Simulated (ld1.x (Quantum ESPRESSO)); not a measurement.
**What the settings do to the TM semilocal potential of tin**

Base potential:

```json
{
  "Element": "tin (Sn)",
  "Generator": "ld1.x (Quantum ESPRESSO) 7.5",
  "Type": "norm-conserving Troullier–Martins (semilocal form)",
  "Functional": "PBE",
  "Relativity": "scalar-relativistic",
  "Frozen core": "[Kr] 4d10",
  "Valence charge": "4",
  "Reference configuration": "5s2 5p1.75 (charge +0.25)",
  "Partial waves": "5p (bound): rc 2.45 bohr; 5d channel at 0.05 Ry: rc 2.65 bohr; 5s (bound): rc 1.50 bohr",
  "Local potential": "the s channel",
  "Core correction": "none"
}
```

Cutoffs, loose and tight: the cutoffs (Ry, on a coarse ladder) from which the occupation-weighted sum of valence levels, in a spherical-Bessel basis at the reference potential, stays within 10 and 1 mRy of its value at 400 Ry. They do not see the model core or the augmentation charge, which bear on the density cutoff. Test errors are all-electron minus pseudo excitation energies from the reference, over the configurations 5s2 5p2; 5s2 5p1; 5s2 5p0; 5s0 5p4; 5s1 5p3; 5s2 5p1.5; 5s1 5p0. A dash means not determined; rows that change the core or the reference have their own tests.

A true bound ghost makes a file unfit for plane-wave use even where its test errors are small: the radial tests pick states by their node count and pass the ghost by.

In the semilocal form every listed channel keeps its own potential, so the choice of the local channel does not act on these tests. It acts once the file is put into the separable form.

A semilocal file is local in each channel, so a ghost entry of none says nothing of the separable form that plane-wave codes build from it.

```csv
change,outcome,"cutoff, loose","cutoff, tight",bound ghosts,largest test error (meV)
base,generated,35 Ry,110 Ry,none,+183
"all radii scaled by about 0.92 (s 1.38, p 2.26, d 2.44 bohr)",generated,110 Ry,180 Ry,s (extra level of the local part),+359
wave 5d channel at 0.05 Ry: rc 2.65 bohr becomes 5d channel at 4.16 Ry: rc 2.65 bohr,generated,35 Ry,110 Ry,none,+183
reference 5s2 5p2,generated,35 Ry,110 Ry,none,+176
wave 5p (bound): rc 2.45 bohr becomes 5p (bound): rc 2.42 bohr,generated,35 Ry,110 Ry,none,+183
wave 5d channel at 0.05 Ry: rc 2.65 bohr becomes 5d channel at 0.05 Ry: rc 3.22 bohr,generated,35 Ry,110 Ry,none,+183
wave 5p (bound): rc 2.45 bohr becomes 5p (bound): rc 2.54 bohr,generated,35 Ry,110 Ry,none,+180
reference 5s2 5p1.5,generated,35 Ry,120 Ry,none,+188
```

Question: What comes out with this change to the base: form changed from semilocal to separable (Kleinman–Bylander), still TM?

Answer: outcome: generated; cutoff, loose: 35 Ry; cutoff, tight: 110 Ry; bound ghosts: d; largest test error (meV): +183.

Question: What comes out with this change to the base: type PAW, which also changes the form from semilocal to separable; waves now 5s (bound): rcut 1.30, rcutus 1.50 bohr; 5s channel at 0.4 Ry: rcut 1.30, rcutus 1.50 bohr; 5p (bound): rcut 2.15, rcutus 2.45 bohr; 5p channel at 2.25 Ry: rcut 2.15, rcutus 2.45 bohr; 5d channel at 0.05 Ry: rcut 2.30, rcutus 2.65 bohr; 5d channel at 2.2 Ry: rcut 2.30, rcutus 2.65 bohr; local potential all-electron potential smoothed inside 2.00 bohr (lloc = -1); core correction a·sin(br)/r model core, default radius (ld1.x builds one for every PAW set, though the input has nlcc=.false.); augmentation PSQ, inside the norm-conserving radii?

Answer: outcome: failed: new_paw_hamiltonian: negative rho. Cause: the spherical valence density built from the smooth waves and the augmentation charge turned negative at some radius.

Question: What comes out with this change to the base: wave 5s (bound): rc 1.50 bohr becomes 5s (bound): rc 1.22 bohr?

Answer: outcome: generated; cutoff, loose: 140 Ry; cutoff, tight: over 300 Ry; bound ghosts: none; largest test error (meV): -244.
